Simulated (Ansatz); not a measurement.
`ClB1O[SiH2]1` + H₂O → `OB1O[SiH2]1` + HCl at 500 K and 1 bar (formal hydrolysis of a B–Cl bond).

Program: Ansatz. Geometries: PBE0-D4/def2-TZVP. ΔE: electronic, gas phase. CBS: MP2 limit from def2 TZ/QZ plus the TZ coupled-cluster correction, frozen cores. This one scheme is used for every species. One conformer a species, not always the lowest.

```csv
species,CCSD(T)/CBS energy (Eh),H − E (kJ/mol),S (J/(mol·K))
`ClB1O[SiH2]1`,-850.08552,100.1,340.7
H₂O,-76.37941,73.2,206.3
`OB1O[SiH2]1`,-466.09693,137.3,334.8
HCl,-460.38127,32.5,201.9
```

H − E and S are ideal-gas, rigid-rotor, harmonic terms from PBE0-D4/def2-TZVP, for one conformer and one mirror image of each species. 1 Eh = 2625.50 kJ/mol, R = 8.31446 J/(mol·K).

Question: By hand: ΔE, ΔH, ΔS and ΔG.

Answer: ΔE = (-466.09693) + (-460.38127) − (-850.08552) − (-76.37941) = -0.01327 Eh = -34.8 kJ/mol. Δ(H − E) = 137.3 + 32.5 − 100.1 − 73.2 = -3.5, so ΔH = -38.3 kJ/mol. ΔS = 334.8 + 201.9 − 340.7 − 206.3 = -10.3 J/(mol·K). ΔG = -38.3 − 500 × (-10.3)/1000 = -33.1 kJ/mol.

Question: By hand: the equilibrium constant, and the temperature at which ΔG would vanish if ΔH and ΔS stayed fixed.

Answer: log₁₀ K = −ΔG/(RT ln 10) = 3.5. ΔG = 0 at ΔH/ΔS = 3718 K, far beyond where these terms or the molecules hold.

The number of gas molecules stays the same, so ΔS is small and ΔH decides. A doubt of 5 kJ/mol in ΔE shifts log₁₀ K by 0.5 here. Other conformers and mirror images would add mixing entropy, several J/(mol·K) or more a flexible species. These are equilibria of isolated gas molecules and say nothing of rates. Largest T1 diagnostic: 0.015 (customary marks: 0.02 for closed shells, 0.045 for open ones).
